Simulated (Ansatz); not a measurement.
## One elementary step

Start structure (BH₂ClOF₂, singlet), relaxed at PBE0-D4/def2-TZVP:

```xyz
7
angstrom
B 0.0485 -0.6621 0.2478
Cl 1.8282 -0.6481 -0.1750
F -0.7492 -1.2833 -0.6471
F -0.2237 -0.8692 1.5391
H 0.4153 1.4763 -0.1472
O -0.3979 0.9727 -0.0029
H -0.9212 1.0136 -0.8146
```

The step: BClF₂ ([F][B]([F])[Cl]) + H₂O → BHOF₂ ([OH][B]([F])[F]) + HCl; bonds formed: Cl2–H5; dative contacts that become bonds: B1–O6; bonds broken: B1–Cl2, H5–O6. Computed with Ansatz 0.2.0 (basis: def2-TZVPP and def2-QZVPP); correlated methods freeze the cores. Extrapolation: Hartree–Fock as exp(−7.88 √X), correlation as X^−2.97. Energies below are by CCSD(T) at an estimated basis limit (MP2 extrapolated from triple and quadruple zeta, plus CCSD(T) − MP2 in triple zeta).

Q: What are the electronic barrier and the energy of the step, from the start structure to the end structure? (Judge from chemistry; the value comes from the calculation.)

A: By the calculation: Barrier 77.9 kJ/mol; step energy -30.6 kJ/mol (downhill); reverse barrier, their difference, 108.5 kJ/mol. Barrier and step energy count from the start structure, the reverse barrier from the end structure.

The saddle point: One imaginary mode of 986i cm⁻¹.
```json
{"pair": "B1–O6", "start (Å)": "1.71", "saddle (Å)": "1.48", "end (Å)": "1.35"}
{"pair": "Cl2–H5", "start (Å)": "2.55", "saddle (Å)": "1.54", "end (Å)": "1.29"}
{"pair": "B1–Cl2", "start (Å)": "1.83", "saddle (Å)": "2.23", "end (Å)": "4.30"}
{"pair": "H5–O6", "start (Å)": "0.97", "saddle (Å)": "1.23", "end (Å)": "1.98"}
```

Zero-point energy (harmonic, PBE0-D4): ZPE is 96.1 kJ/mol at the start and 84.0 kJ/mol at the saddle, so the barrier goes from 77.9 to 65.8 kJ/mol.

First-order rate constant out of the start structure at 298 K by transition-state theory, with harmonic vibrational free energies alone and no tunnelling: ΔA‡ = 68.5 kJ/mol, so k = (kB T/h) exp(−ΔA‡/kB T) ≈ 10^1 s⁻¹ (an order of magnitude at best: rotation, the number of equivalent paths and anharmonicity are left out).

The T1 diagnostic stays at or below 0.012.

The step is the kind of ligand exchange by which a precursor binds to a hydroxyl group, or is hydrolysed, in atomic layer deposition of oxides.

Labels in which every atom is bracketed show which atoms are joined, not bond orders.

For scale, one of the runs: CCSD(T)/def2-TZVPP, 194 basis functions, launched by `ansatz run in.yaml --threads 4 --pin off --events-out ev --progress --plain --max-ram 9574MiB`. The run took 83 s on 4 CPU threads of an Intel Xeon (shared host), with 2.4 GiB of host memory at its peak.
